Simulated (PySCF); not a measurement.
A structure optimised at PBE-D3(BJ)/def2-SVP, used in a PySCF frequency run:

```
C
C 1 1.3531
H 2 1.0988 1 120.53
Cl 2 1.7210 3 115.98 1 180.00
Cl 1 1.7243 2 123.58 3 180.00
Cl 1 1.7344 2 120.29 3 0.00
```

### Question
Write its SMILES, formula and point group.

### Answer
ClC=C(Cl)Cl, C2HCl3, Cs

### Question
What are its rotational constants (standard atomic weights)?

### Answer
3.8188, 1.4838, 1.0686 GHz
